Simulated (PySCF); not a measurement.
Se(Me)(Et) (C₃H₈Se), SMILES [Se](CC)C.

Geometry: B3LYP-D3(BJ)/def2-SVP. Other conformers were not sampled.

Computed with TDA-PBE/def2-SVPD (PySCF).

Vertical excitations. 

**Question.** Estimate the UV-visible absorptions. (Estimate from the structure and the level; the computed values follow.)

**Answer.** 
| state | energy (eV) | λ (nm) | f | main pairs |
|---|---|---|---|---|
| S1 | 4.39 | 282 | 0.000 | HOMO→LUMO 99 % |
| S2 | 4.88 | 254 | 0.027 | HOMO→LUMO+1 82 %, HOMO→LUMO+2 17 % |
| S3 | 5.17 | 240 | 0.024 | HOMO→LUMO+2 80 %, HOMO→LUMO+1 15 % |
| S4 | 5.63 | 220 | 0.016 | HOMO→LUMO+3 98 % |
| S5 | 5.90 | 210 | 0.018 | HOMO→LUMO+4 98 % |
| S6 | 6.13 | 202 | 0.005 | HOMO→LUMO+5 91 % |
| S7 | 6.47 | 192 | 0.027 | HOMO→LUMO+6 98 % |
| S8 | 6.88 | 180 | 0.037 | HOMO→LUMO+8 49 %, HOMO→LUMO+7 44 % |
| S9 | 6.93 | 179 | 0.080 | HOMO→LUMO+8 47 %, HOMO→LUMO+7 46 % |
| S10 | 7.00 | 177 | 0.057 | HOMO−1→LUMO 76 % |
| T1 | 3.99 | 311 | 0 | HOMO→LUMO 99 % |
| T2 | 4.61 | 269 | 0 | HOMO→LUMO+1 79 %, HOMO→LUMO+2 19 % |
| T3 | 4.83 | 257 | 0 | HOMO→LUMO+2 80 %, HOMO→LUMO+1 19 % |
| T4 | 5.47 | 227 | 0 | HOMO→LUMO+3 99 % |
Triplets are in the Tamm–Dancoff approximation.
